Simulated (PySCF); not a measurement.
Ionisation energy of Ne²⁺ by level of theory

Ne²⁺ [He] 2s2 2p4 (3P) → Ne³⁺ [He] 2s2 2p3 (4S), as a difference of total energies. Calculation: PySCF 2.14, in x2c-QZVPPall with one added diffuse shell each of s, p, d, f type (8s5p4d3f1g, 73 functions); scalar relativity by spin-free X2C-1e. Correlated levels: valence: 1s2 frozen; valence and next inner shell: nothing frozen. The calculations carry no spin-orbit coupling.

| method | ionisation energy (eV) |
| --- | --- |
| UHF | 61.832 |
| LDA | 63.629 |
| PBE | 63.880 |
| PBE0 | 63.732 |
| r2SCAN | 63.610 |
| PBEsol | 63.500 |
| wB97X | 63.573 |
| CAM-B3LYP | 63.955 |
| PW91 | 64.028 |
| MP2 (valence) | 63.150 |
| SCS-MP2 (valence) | 63.279 |
| MP2 (valence and next inner shell) | 63.170 |
| SCS-MP2 (valence and next inner shell) | 63.287 |

Question: How much does correlation contribute at MP2 (valence and next inner shell)?

Answer: 63.170 − (61.832) = 1.338 eV, measured against UHF.

A first-order spin-orbit estimate (lowest level to lowest level, LS coupling) adds 0.038 eV.

Errors of the correlated levels include the incompleteness of this basis and the frozen core.

For comparison: 63.423 eV (measured; NIST Atomic Spectra Database, ionization energies).
